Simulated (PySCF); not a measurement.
Correlation energy of P³⁺ (phosphorus, charge +3)

[Ne] 3s2, closed-shell 1S. Computed with PySCF 2.14 in def2-QZVPPD (10s6p5d2f1g, 76 functions), with the non-relativistic Hamiltonian (point nucleus). Frozen: 1s2; 10 electrons correlated.

MP2 pair energies summed by pair of shells (mhartree):

```csv
pair,energy,share (%)
2p-2p,-119.37,53.4
3s-3s,-37.10,16.6
2s-2p,-32.53,14.5
2p-3s,-26.06,11.7
2s-2s,-5.87,2.6
2s-3s,-2.74,1.2
```

Total MP2 correlation energy: -223.66 mhartree.

Same-spin part -56.68 and opposite-spin part -166.98 mhartree; SCS-MP2 scales them by 1/3 and 6/5 to -219.27 mhartree.

MP2 falls well short for the outer s pair, which is nearly degenerate with np².

This basis was not built for core-valence correlation, so the inner-shell part is incomplete.
